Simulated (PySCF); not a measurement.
## ECD: SMILES [Si@H]1(B)C[C@@H]1C, C3H9BSi

Geometry:
```
atom   x (Å)   y (Å)   z (Å)
  B1   2.626  -0.535   0.319
 Si2   0.875   0.045   0.761
  C3  -0.078   1.245  -0.399
  C4  -0.553  -0.162  -0.532
  C5  -1.946  -0.498  -0.076
  H6   3.372  -0.884   1.153
  H7   3.003  -0.573  -0.790
  H8   0.223   0.146   2.075
  H9   0.442   1.673  -1.243
 H10  -0.768   1.940   0.055
 H11  -0.282  -0.655  -1.458
 H12  -2.677  -0.176  -0.820
 H13  -2.063  -1.570   0.070
 H14  -2.173   0.004   0.861
```

Level of theory: TDDFT PBE0/def2-SVPD circular dichroism and optical rotation, one conformer, gas phase (PySCF). Geometry: GFN2-xTB.

States above about 6.6 eV (minus the energy of the highest occupied orbital) lie near or above the ionisation threshold and depend on the basis.

Q: Assign R or S to each stereocentre.

A: Si2 S, C4 S.

Q: Which excitations and rotatory strengths does the calculation give?

A: Rotatory strengths R in 10⁻⁴⁰ esu² cm², velocity form and length form (origin at the centre of mass); f in length form.
| state | E (eV) | λ (nm) | f | R (velocity) | R (length) | main |
| --- | --- | --- | --- | --- | --- | --- |
| 1 | 3.88 | 320 | 0.265 | +1.3 | +2.1 | HOMO→LUMO 0.96 |
| 2 | 4.49 | 276 | 0.010 | +8.9 | +8.4 | HOMO−1→LUMO 0.86, HOMO−2→LUMO 0.11 |
| 3 | 5.10 | 243 | 0.002 | +1.9 | +2.2 | HOMO−2→LUMO 0.87, HOMO−1→LUMO 0.10 |
| 4 | 5.86 | 212 | 0.0005 | +0.3 | +0.1 | HOMO−3→LUMO 0.88 |
| 5 | 6.29 | 197 | 0.004 | -14.4 | -14.3 | HOMO→LUMO+2 0.74, HOMO→LUMO+1 0.18 |
| 6 | 6.42 | 193 | 0.042 | +13.7 | +12.8 | HOMO→LUMO+1 0.77, HOMO→LUMO+2 0.15 |
| 7 | 6.53 | 190 | 0.012 | -9.6 | -9.2 | HOMO−4→LUMO 0.86 |
| 8 | 6.68 | 186 | 0.046 | -14.0 | -12.3 | HOMO→LUMO+3 0.60, HOMO→LUMO+4 0.30 |

Among the states computed, the strongest CD band (largest |R|) is state 5. The largest dissymmetry factor in size, g = 4R/(D+G), with D and G the electric and magnetic dipole strengths, is -0.031 for state 5 (velocity form, f = 0.004), among bands with |R| over 0.5. The mirror image has the same energies and oscillator strengths and all R with the opposite sign.
